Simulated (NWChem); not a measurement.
Species: C2H7S cation; SMILES C[SH+]C

Program: NWChem. Pople sets run with spherical d functions. Coordinates come from a PBE-D3(BJ)/def2-SVP optimisation. Level: PBE0/6-31+G*; rows give the wavelength of the field.

```csv
field,isotropic polarisability (bohr³),anisotropy (bohr³)
static,37.9,11.5
1065 nm,38.2,11.7
589 nm,38.8,12.1
400 nm,39.9,12.9
```
